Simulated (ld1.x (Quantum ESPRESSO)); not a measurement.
## What one change does to a pseudopotential (Hf (Z = 72), ultrasoft)

ld1.x (Quantum ESPRESSO) 7.5 input, shortened:

```
&input
   title='Hf', zed=72., rel=1, dft='PBE', iswitch=3,
   config='[Xe] 4f14 5d2 6s2 6p0'
 /
 &inputp
   pseudotype=3, tm=.true., lloc=-1, rcloc=2.40,
   nlcc=.true.,
   which_augfun='PSQ', rmatch_augfun_nc=.true.
 /
6
6S  1  0   2.00   0.00  2.90  3.05  0.0
6S  1  0   0.00   0.85  2.90  3.05  0.0
6P  2  1   0.00   0.00  2.55  3.00  0.0
6P  2  1   0.00   1.90  2.55  3.00  0.0
5D  3  2   2.00   0.00  1.80  2.05  0.0
5D  3  2   0.00   0.35  1.80  2.05  0.0
 &test
   configts(1)='5d2 6s2 6p0'
 /
```

Change: wave 6s channel at 0.85 Ry: rcut 2.90, rcutus 3.05 bohr becomes 6s channel at 2.55 Ry: rcut 2.90, rcutus 3.05 bohr.

Cutoffs: the cutoffs (Ry, on a coarse ladder) from which the occupation-weighted sum of valence levels, in a spherical-Bessel basis at the reference potential, stays within 10 and 1 mRy of its value at 400 Ry; they do not see the model core or the augmentation charge, which bear on the density cutoff. Errors are all-electron minus pseudo energies relative to the spin-unpolarised reference configuration.

**Question.** Predict the effect on cutoff, ghosts and configuration errors.

**Answer.** The potential gets neither clearly harder nor softer (21 Ry and 25 Ry → 21 Ry and 25 Ry); the s channel binds one level more than in the base; the errors of the 7 common tests hardly move; the range in which the s phases agree widens (upper end 3.2 → at the end of the scan); neither file shows a bound ghost.

```csv
quantity,base,changed
"cutoff, loose",21 Ry,21 Ry
"cutoff, tight",25 Ry,25 Ry
bound ghosts,none,none
"error for 5d2 6s1 6p0, meV [ΔE 7.98 eV]",-6.4,-6.4
"error for 5d2 6s0 6p0, meV [ΔE 22.16 eV]",-39,-39
"error for 5d1 6s0 6p0, meV [ΔE 43.95 eV]",-297,-297
"error for 5d2 6s1 6p1, meV [ΔE 3.83 eV]",-7.3,-7.2
"error for 5d3 6s0 6p0, meV [ΔE 9.99 eV]",-56,-56
"error for 5d2.5 6s1.5 6p0, meV [ΔE 1.26 eV]",-9.5,-8.7
"error for 5d2 6s0 6p2, meV [ΔE 7.86 eV]",-31,-31
s: phases at 3.29 bohr within 0.05 rad from the reference energy up to (Ry; the scan ends near 5),3.2,to the end of the scan
p: phases at 3.29 bohr within 0.05 rad from the reference energy up to (Ry; the scan ends near 5),0.8,0.8
d: phases at 3.29 bohr within 0.05 rad from the reference energy up to (Ry; the scan ends near 5),to the end of the scan,to the end of the scan
lowest overlap eigenvalue by channel,"s 0.38, p 0.60, d 0.96","s 0.59, p 0.60, d 0.96"
```
